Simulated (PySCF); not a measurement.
## [K2Cl]+: bending curve

All numbers come from PySCF, PBE0, basis Cl def2-TZVP, K def2-TZVP (no relativity, density fitting).

Rigid scan from the singlet minimum (Cl–K 2.821 Å (×2); K–Cl–K 180.0°). Coordinate: the K–Cl–K angle, bonds fixed. Energies in kJ/mol from the minimum.

Question: Predict the curve at 80, 90, 100, 110, 120, 130, 140, 150, 160, 170, 180.

Answer: 
| bond angle (°) | E (kJ/mol) | dipole size (D, about the centre of mass) |
| --- | --- | --- |
| 80 | 89.5 | 10.30 |
| 90 | 63.5 | 9.56 |
| 100 | 44.4 | 8.73 |
| 110 | 30.1 | 7.83 |
| 120 | 20.4 | 6.85 |
| 130 | 13.4 | 5.81 |
| 140 | 7.9 | 4.72 |
| 150 | 4.1 | 3.58 |
| 160 | 1.8 | 2.40 |
| 170 | 0.4 | 1.21 |
| 180 | 0.0 | 0.00 |

Other isomers or separated fragments may lie lower.

The scan took 10 s on 2 threads of a shared Arm Neoverse V1 host; the process peaked at 0.91 GiB.
